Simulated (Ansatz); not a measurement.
Ansatz (an electronic-structure program) input (wB97M-V/def2-TZVPD):

Ansatz 0.2 input:
```yaml
crystal:
  periodic: [false, false, false]
  atoms:
    - {symbol: C, position_ang: [0.23396935, 1.85958413, 1.67396884]}
    - {symbol: C, position_ang: [0.10931493, 0.86883310, 0.78211011]}
    - {symbol: Si, position_ang: [-1.58975331, 0.39730889, 0.18941970]}
    - {symbol: Cl, position_ang: [-1.61099391, 0.40830594, -1.88136689]}
    - {symbol: Si, position_ang: [1.64043460, 0.00550505, 0.17318717]}
    - {symbol: Cl, position_ang: [1.40595983, -2.03791307, 0.41441978]}
    - {symbol: H, position_ang: [1.19575773, 2.15823386, 2.08350585]}
    - {symbol: H, position_ang: [-0.61919255, 2.42429574, 2.04161635]}
    - {symbol: H, position_ang: [-2.57408318, 1.38544869, 0.67766830]}
    - {symbol: H, position_ang: [-1.95969745, -0.96488188, 0.61562254]}
    - {symbol: H, position_ang: [2.80442269, 0.44528550, 0.97033027]}
    - {symbol: H, position_ang: [1.86912840, 0.24504072, -1.26361241]}
basis:
  gaussian:
    orbitals: def2-TZVPD
hamiltonian:
  xc: {name: wB97M-V}
total_charge: 1
magnetization: {spin_polarized: true, initial_magnetization: 1}
```

End of the output:

```
1782 factors; their error is unknown
integrals: 0.61 GiB planned
556 factors; integrals over basis functions are off by at most 3.9e-5 eV
0.54 GiB of the device are held for the grids
3.24 GiB of device memory are held for the factors and their scratch space
mean field: 3.52 GiB planned
mean field evaluation 1: about -42955.7815 eV, gradient 3.6e1 eV
mean field evaluation 2: about -42954.5848 eV, gradient 3.8e1 eV
mean field evaluation 4: about -42962.3655 eV, gradient 2.9e0 eV
mean field evaluation 8: about -42962.5819 eV, gradient 1.1e0 eV
mean field evaluation 16: about -42962.7420 eV, gradient 1.1e0 eV
mean field evaluation 32: about -42962.8456 eV, gradient 2.2e0 eV
mean field -42962.88488659 eV, -1578.8568982929 hartree, gradient 1.3e-5 eV, S^2 0.755212; 6 other end points of the search recorded, 0 dependent functions left out
reference -42962.88497716 eV, -1578.8569016212 hartree; 40, 39 occupied and 266, 267 virtual orbitals, 1782 factors
Total energy: -42962.88497716 eV, -1578.8569016212 hartree
```

This state (charge 1, doublet) is run at the relaxed geometry of the species with charge 0 and multiplicity 1.
